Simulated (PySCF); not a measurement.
BrF₂HOSn. Atoms are numbered in the order given.

```xyz
6

O     -1.8332    -1.3061     0.0000
Sn    -0.0052    -0.5891     0.0000
F      0.9654    -1.2835     1.5152
F      0.9654    -1.2835    -1.5152
Br    -0.0178     1.8652     0.0000
H     -1.8272    -2.2767     0.0000
```

Geometry optimised at B3LYP-D3(BJ)/def2-SVP. The def2 effective core potentials stand for the cores of Sn; spin–orbit coupling is left out. The values are those of a single conformer.

The numbers are results of TDDFT-CAM-B3LYP/def2-SVPD run with PySCF, not measurements.

Vertical excitations. Isolated molecule, no solvent. State labels are in the subgroup Cs.

```csv
state,symmetry,energy (eV),λ (nm),f,main pairs
S1,A",4.84,256,0.006,HOMO→LUMO 97 %
S2,A',4.86,255,0.011,HOMO−1→LUMO 97 %
S3,A",5.51,225,0.020,HOMO−2→LUMO 95 %
S4,A',6.58,189,0.162,HOMO−3→LUMO 87 %
S5,A",6.96,178,0.022,HOMO−5→LUMO 90 %
S6,A",7.04,176,0.002,HOMO−6→LUMO 92 %
S7,A',7.05,176,0.187,HOMO−4→LUMO 75 %
S8,A',7.45,166,0.030,HOMO−7→LUMO 81 %
S9,A',7.83,158,0.037,"HOMO−8→LUMO 73 %, HOMO→LUMO+2 11 %"
S10,A",8.32,149,0.000,HOMO−1→LUMO+2 93 %
T1,A",4.38,283,0,HOMO→LUMO 95 %
T2,A',4.39,283,0,HOMO−1→LUMO 95 %
T3,A",4.98,249,0,HOMO−2→LUMO 92 %
T4,A',5.42,229,0,HOMO−3→LUMO 94 %
```
Triplets are in the Tamm–Dancoff approximation, which puts them higher than full response would, so one can lie above its singlet here.
